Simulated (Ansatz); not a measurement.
Program: Ansatz. Geometries: PBE0-D4/def2-TZVP. ΔE: electronic, gas phase. CCSD(T)/CBS adds triple-zeta CCSD(T) − MP2 to the extrapolated MP2 energy (def2 sets, frozen cores). Functionals use def2-TZVPP. B3LYP here is the variant with VWN-RPA as its local correlation; programs differ in this. For Ge outer-core shells are correlated without core-valence functions, which leaves a few kJ/mol of doubt a bond. Scalar relativity is left out up to krypton. One conformer a species, not always the lowest.

Consider the redistribution: `[F][GeH2][SiH2]Cl` + `BOC(N)S` → `NC(S)[SiH2]Cl` + `B[O][GeH2][F]`.

`[F][GeH2][SiH2]Cl`:

Z-matrix (Å, degrees):
```
Ge
Si 1 2.389
F 1 1.748 2 106.4
H 1 1.540 2 113.4 3 115.7
H 1 1.537 2 113.7 3 -116.2
Cl 2 2.055 1 109.2 3 70.3
H 2 1.485 1 109.9 3 -170.9
H 2 1.482 1 110.7 3 -49.5
```

`BOC(N)S`:

Cartesian coordinates in Å:
```
B 1.421 -0.650 0.932
O 0.299 -0.766 0.202
C -0.377 0.388 -0.307
N -1.727 0.469 0.096
S -0.392 0.330 -2.123
H 1.915 -1.661 1.335
H 1.883 0.438 1.156
H 0.162 1.275 0.035
H -1.815 0.636 1.089
H -2.243 -0.362 -0.162
H 0.874 -0.095 -2.255
```

`NC(S)[SiH2]Cl`:

Z-matrix (Å, degrees):
```
C
S 1 1.805
Si 1 1.897 2 105.4
N 1 1.453 2 111.5 3 -126.8
H 1 1.095 2 107.9 3 114.1
H 2 1.345 1 97.1 3 -165.8
Cl 3 2.063 1 106.7 2 -171.1
H 3 1.483 1 110.4 2 -54.4
H 3 1.481 1 112.8 2 70.9
H 4 1.014 1 110.4 2 55.4
H 4 1.015 1 110.5 2 174.7
```

`B[O][GeH2][F]`:

Cartesian coordinates in Å:
```
B 0.722 -0.861 -1.104
O 0.855 0.082 -0.150
Ge -0.450 0.631 0.925
F -1.135 2.010 0.137
H 1.676 -1.104 -1.788
H -0.325 -1.443 -1.248
H -1.545 -0.435 1.013
H 0.203 1.120 2.215
```

CCSD(T)/CBS gives -19.2 kcal/mol.

Another level gave -19.3 kcal/mol. Which?
A. ωB97M-V/def2-TZVPP
B. PBE0/def2-TZVPP
C. CCSD(T)/def2-TZVPP
D. B3LYP-D4/def2-TZVPP

C. CCSD(T)/def2-TZVPP -19.3, B3LYP-D4 -16.6, PBE0 -14.9, ωB97M-V -18.3 kcal/mol.

Largest T1 diagnostic among the species: 0.014.

The D4 term adds −1.0 kcal/mol with B3LYP and −0.5 kcal/mol with PBE0; it sums over pairs of atoms, weighted by their polarisabilities, and B3LYP, whose exchange is more repulsive, gets the larger term. From PBE to PBE0 (25 % exact exchange), in def2-TZVPP and without D4, ΔE moves by −1.5 kcal/mol.
